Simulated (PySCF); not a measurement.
A geometry optimisation on `Fc1cccc([C@]23C[C@H]2C3)c1`.

Computed with PBE0-D3(BJ)/def2-SVP geometry optimisation, gas phase (PySCF 2.14.0). Start geometry: GFN2-xTB. The input is one job of a driver script: a line of settings, then coordinates in Å.

Command:
```bash
OMP_NUM_THREADS=1 python probes_run.py task.json out
```

Input:
```
{"job": {"xc": "PBE0", "basis": "def2-SVP", "d3": "d3bj", "grid": 1, "kind": "geom"}, "charge": 0, "multiplicity": 1}
F      3.125686     1.120191     1.780590
C      2.361313     0.629851     0.778774
C      2.948025     0.371573    -0.446483
C      2.148471    -0.135799    -1.456903
C      0.804687    -0.371166    -1.240946
C      0.219005    -0.097031    -0.003016
C     -1.188643    -0.343442     0.221755
C     -2.294659    -0.766574    -0.705082
C     -2.445750     0.477684     0.100808
C     -2.074879    -0.116584     1.415825
C      1.022544     0.403758     1.021691
H      3.999119     0.559012    -0.593430
H      2.581953    -0.353104    -2.421544
H      0.198592    -0.775975    -2.036291
H     -2.139796    -0.661498    -1.771206
H     -2.885584    -1.635887    -0.438145
H     -2.615959     1.491260    -0.192336
H     -2.654202    -0.953272     1.791217
H     -1.731339     0.553133     2.193763
H      0.616269     0.614550     1.997921
```

Output:
```
step   0  E = -485.36629981  max force = 0.025186
step   1  E = -485.36914767  max force = 0.002509
step   2  E = -485.36922121  max force = 0.000919
step   3  E = -485.36921968  max force = 0.001549
step   4  E = -485.36924867  max force = 0.001276
step   5  E = -485.36925410  max force = 0.001045
step   6  E = -485.36926431  max force = 0.000762
step   7  E = -485.36926900  max force = 0.000606
step   8  E = -485.36927060  max force = 0.001128
step   9  E = -485.36927868  max force = 0.001101
step  10  E = -485.36928526  max force = 0.000646
step  11  E = -485.36929007  max force = 0.000441
optimisation converged
```

Energies in Eh; «max force» is the largest Cartesian gradient component in Eh/bohr.

**Question.** How much energy does the optimisation release, in kcal/mol?

**Answer.** E(step 0) − E(last step) = 0.002990 Eh, which is 1.9 kcal/mol.

**Question.** Give the first gradient maximum in eV/Å.

**Answer.** With 1 Eh/bohr = 51.422 eV/Å, 1.295 eV/Å.

Main results: final energy -485.36929 Eh after 11 steps; dipole 1.55 D.

Rough CPU time on one thread of a shared machine: about 10 min.
Labels such as C1 count atoms from 1, the log's own numbers from 0.
